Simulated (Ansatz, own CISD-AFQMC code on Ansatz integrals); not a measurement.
C2H3N, SMILES `[C-]#[N+]C` (charge 0, multiplicity 1).

Cartesian coordinates (Å):
```xyz
6

C      2.0941    -0.0378     0.0510
N      0.9306    -0.0168     0.0227
C     -0.4782     0.0086    -0.0117
H     -0.8208     0.9219    -0.4999
H     -0.8745    -0.0226     1.0041
H     -0.8512    -0.8534    -0.5663
```
Charge 0, multiplicity 1.

Frozen-core correlation energies in cc-pVDZ at a geometry from PBE0-D3(BJ)/def2-TZVP, on an HF energy of -131.90516 Ha (<S^2> = 0.00). Wave-function levels are from Ansatz, the walk from an own CISD-AFQMC code on Ansatz integrals (time step 0.005/Ha, trial state from CCSD amplitudes, largest double 0.05).

```tsv
level	correlation energy (mHa)
MP2	-410.8
CCSD	-437.8
CCSD(T)	-453.7
CCSDT(Q)	-455.6
```

Q: What correlation energy does phaseless AFQMC give, and where does it lie among these levels?

A: -455.5 ± 0.4 mHa (one standard error). AFQMC minus each level: MP2 -44.7 mHa, CCSD -17.7 mHa, CCSD(T) -1.8 mHa, CCSDT(Q) +0.1 mHa.
